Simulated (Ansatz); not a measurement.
Method: B3LYP-D3(BJ)/def2-SVP (Ansatz, an electronic-structure program). No frequencies were computed at this level.

Ansatz 0.2 input:
```yaml
crystal:
  periodic: [false, false, false]
  atoms:
    - { symbol: N, position_ang: [2.754994, -2.733079, 0.104666] }
    - { symbol: C, position_ang: [2.097886, -1.794313, 0.073825] }
    - { symbol: C, position_ang: [1.310055, -0.612423, 0.035704] }
    - { symbol: C, position_ang: [2.036662, 0.580176, 0.024184] }
    - { symbol: C, position_ang: [1.564012, 1.883009, -0.010793] }
    - { symbol: C, position_ang: [0.260522, 2.357279, -0.043556] }
    - { symbol: C, position_ang: [-0.928738, 1.6393, -0.049919] }
    - { symbol: C, position_ang: [-1.112715, 0.271301, -0.025213] }
    - { symbol: C, position_ang: [-2.343291, -0.390052, -0.033508] }
    - { symbol: C, position_ang: [-2.118546, -1.762209, -0.001502] }
    - { symbol: C, position_ang: [-0.746546, -2.011832, 0.027901] }
    - { symbol: C, position_ang: [-0.071917, -0.793757, 0.01496] }
    - { symbol: H, position_ang: [3.114003, 0.464341, 0.045625] }
    - { symbol: H, position_ang: [2.333581, 2.646017, -0.012784] }
    - { symbol: H, position_ang: [0.157838, 3.434986, -0.06744] }
    - { symbol: H, position_ang: [-1.839645, 2.227372, -0.078094] }
    - { symbol: H, position_ang: [-3.303111, 0.091686, -0.060342] }
    - { symbol: H, position_ang: [-2.883847, -2.518025, 0.000368] }
    - { symbol: H, position_ang: [-0.281195, -2.979776, 0.055916] }
basis:
  gaussian: { orbitals: def2-svp }
hamiltonian:
  xc: b3lyp
  dispersion: d3bj
relax:
  max_steps: 150
```

Output:

```
Functional definition: B3LYP
2389 factors; integrals over basis functions are off by at most 4.0e-4 eV
mean field evaluation 1: about -12987.8914 eV, gradient 6.6e1 eV
mean field evaluation 2: about -12981.0993 eV, gradient 8.7e1 eV
mean field evaluation 4: about -12999.4808 eV, gradient 5.9e0 eV
mean field evaluation 8: about -12999.6587 eV, gradient 6.2e-1 eV
mean field evaluation 16: about -12999.6597 eV, gradient 1.7e-4 eV
mean field -12999.65973547 eV, -477.7286837925 hartree, gradient 2.8e-5 eV, S^2 0.000000; 0 other end points of the search recorded, 0 dependent functions left out
reference -12999.66002998 eV, -477.7286946156 hartree; 40, 40 occupied and 163, 163 virtual orbitals, 2389 factors
relax step   1: F+E_penalty+E_count = -13000.78535379 eV  Δ(F+E_penalty+E_count) = +0.000e0 eV  max|allowed force component| = 1.539e0 eV/Å  Δτ_max = 0.0000 Å  (33 SCF iters, accepted)
these checks for a lower state are left out or cut short: starts, cluster_reference, orbital_swaps, neighbouring_geometries, increment
2389 factors; integrals over basis functions are off by at most 4.6e-4 eV
mean field -12999.74548135 eV, -477.7318348957 hartree, gradient 1.5e-5 eV, S^2 0.000000; 0 other end points of the search recorded, 0 dependent functions left out
reference -12999.74577833 eV, -477.7318458094 hartree; 40, 40 occupied and 163, 163 virtual orbitals, 2389 factors
relax step   2: F+E_penalty+E_count = -13000.86550070 eV  Δ(F+E_penalty+E_count) = -8.015e-2 eV  max|allowed force component| = 3.247e-1 eV/Å  Δτ_max = 0.0405 Å  (36 SCF iters, accepted)
these checks for a lower state are left out or cut short: starts, cluster_reference, orbital_swaps, neighbouring_geometries, increment
2389 factors; integrals over basis functions are off by at most 4.6e-4 eV
mean field evaluation 32: about -12999.7524 eV, gradient 5.7e-4 eV
mean field -12999.75236732 eV, -477.7320879504 hartree, gradient 1.6e-5 eV, S^2 0.000000; 0 other end points of the search recorded, 0 dependent functions left out
reference -12999.75266511 eV, -477.7320988939 hartree; 40, 40 occupied and 163, 163 virtual orbitals, 2389 factors
relax step   3: F+E_penalty+E_count = -13000.87064192 eV  Δ(F+E_penalty+E_count) = -5.141e-3 eV  max|allowed force component| = 5.287e-2 eV/Å  Δτ_max = 0.0099 Å  (37 SCF iters, accepted)
these checks for a lower state are left out or cut short: starts, cluster_reference, orbital_swaps, neighbouring_geometries, increment
2389 factors; integrals over basis functions are off by at most 4.6e-4 eV
mean field -12999.75248740 eV, -477.7320923633 hartree, gradient 2.1e-5 eV, S^2 0.000000; 0 other end points of the search recorded, 0 dependent functions left out
reference -12999.75278518 eV, -477.7321033063 hartree; 40, 40 occupied and 163, 163 virtual orbitals, 2389 factors
relax step   4: F+E_penalty+E_count = -13000.87076619 eV  Δ(F+E_penalty+E_count) = -1.243e-4 eV  max|allowed force component| = 3.438e-2 eV/Å  Δτ_max = 0.0031 Å  (29 SCF iters, accepted)
these checks for a lower state are left out or cut short: starts, cluster_reference, orbital_swaps, neighbouring_geometries, increment
2389 factors; integrals over basis functions are off by at most 4.5e-4 eV
mean field -12999.75256714 eV, -477.7320952936 hartree, gradient 1.6e-5 eV, S^2 0.000000; 0 other end points of the search recorded, 0 dependent functions left out
reference -12999.75286478 eV, -477.7321062318 hartree; 40, 40 occupied and 163, 163 virtual orbitals, 2389 factors
relax step   5: F+E_penalty+E_count = -13000.87094591 eV  Δ(F+E_penalty+E_count) = -1.797e-4 eV  max|allowed force component| = 1.161e-2 eV/Å  Δτ_max = 0.0098 Å  (36 SCF iters, accepted)
these checks for a lower state are left out or cut short: starts, cluster_reference, orbital_swaps, neighbouring_geometries, increment
2389 factors; integrals over basis functions are off by at most 4.5e-4 eV
mean field -12999.75256702 eV, -477.7320952894 hartree, gradient 1.7e-5 eV, S^2 0.000000; 0 other end points of the search recorded, 0 dependent functions left out
reference -12999.75286467 eV, -477.7321062276 hartree; 40, 40 occupied and 163, 163 virtual orbitals, 2389 factors
relax step   6: F+E_penalty+E_count = -13000.87094592 eV  Δ(F+E_penalty+E_count) = -9.022e-10 eV  max|allowed force component| = 1.161e-2 eV/Å  Δτ_max = 0.0000 Å  (20 SCF iters, accepted)
these checks for a lower state are left out or cut short: starts, cluster_reference, orbital_swaps, neighbouring_geometries, increment
2389 factors; integrals over basis functions are off by at most 4.5e-4 eV
mean field -12999.75248430 eV, -477.7320922493 hartree, gradient 1.5e-5 eV, S^2 0.000000; 0 other end points of the search recorded, 0 dependent functions left out
reference -12999.75278190 eV, -477.7321031861 hartree; 40, 40 occupied and 163, 163 virtual orbitals, 2389 factors
relax step   7: F+E_penalty+E_count = -13000.87096667 eV  Δ(F+E_penalty+E_count) = -2.075e-5 eV  max|allowed force component| = 5.182e-3 eV/Å  Δτ_max = 0.0062 Å  (29 SCF iters, accepted)
2389 factors; integrals over basis functions are off by at most 4.5e-4 eV
mean field evaluation 64: about -12999.6452 eV, gradient 2.8e0 eV
mean field -12999.75248430 eV, -477.7320922493 hartree, gradient 1.5e-5 eV, S^2 0.000000; 1 other end points of the search recorded, 0 dependent functions left out
reference -12999.75278190 eV, -477.7321031861 hartree; 40, 40 occupied and 163, 163 virtual orbitals, 2389 factors
Total energy: -13000.87126427 eV, -477.7732066550 hartree
Atom 0 at     2.767110    -2.784281     0.105957 Å, force    -0.001217     0.001435    -0.000018 eV/Å
Atom 1 at     2.124140    -1.818568     0.074798 Å, force     0.004760     0.000530    -0.000090 eV/Å
Atom 2 at     1.325987    -0.617080     0.036049 Å, force     0.000954    -0.004596     0.000471 eV/Å
Atom 3 at     2.050526     0.588968     0.024252 Å, force    -0.000529     0.001559    -0.000057 eV/Å
Atom 4 at     1.570940     1.901818    -0.011064 Å, force     0.002540    -0.001825    -0.000053 eV/Å
Atom 5 at     0.259686     2.381027    -0.044058 Å, force    -0.001972    -0.001803     0.000226 eV/Å
Atom 6 at    -0.935576     1.650641    -0.050248 Å, force     0.000215     0.001216    -0.000951 eV/Å
Atom 7 at    -1.119186     0.272760    -0.025392 Å, force    -0.003382    -0.004349     0.000446 eV/Å
Atom 8 at    -2.363462    -0.388042    -0.033873 Å, force    -0.000334     0.003246    -0.000683 eV/Å
Atom 9 at    -2.133036    -1.773459    -0.001597 Å, force     0.000901    -0.001097     0.001081 eV/Å
Atom 10 at    -0.747076    -2.031044     0.028284 Å, force    -0.000743     0.000959    -0.000771 eV/Å
Atom 11 at    -0.068350    -0.802626     0.015152 Å, force    -0.000106     0.005182     0.000289 eV/Å
Atom 12 at     3.136974     0.479027     0.045767 Å, force    -0.000376     0.000109    -0.000093 eV/Å
Atom 13 at     2.349119     2.671230    -0.013056 Å, force     0.000416    -0.000702     0.000131 eV/Å
Atom 14 at     0.152544     3.468895    -0.068181 Å, force     0.000032    -0.000177    -0.000061 eV/Å
Atom 15 at    -1.856850     2.242233    -0.078776 Å, force    -0.000022    -0.000033     0.000480 eV/Å
Atom 16 at    -3.332613     0.108581    -0.061088 Å, force    -0.000414    -0.000907    -0.000125 eV/Å
Atom 17 at    -2.909088    -2.540108     0.000342 Å, force    -0.000076     0.000374    -0.000092 eV/Å
Atom 18 at    -0.271789    -3.009971     0.056730 Å, force    -0.000647     0.000882    -0.000131 eV/Å
Dipole moment:    -0.424209     0.799407    -0.023864 e Å
```

Cost: very roughly 5 core-minutes.
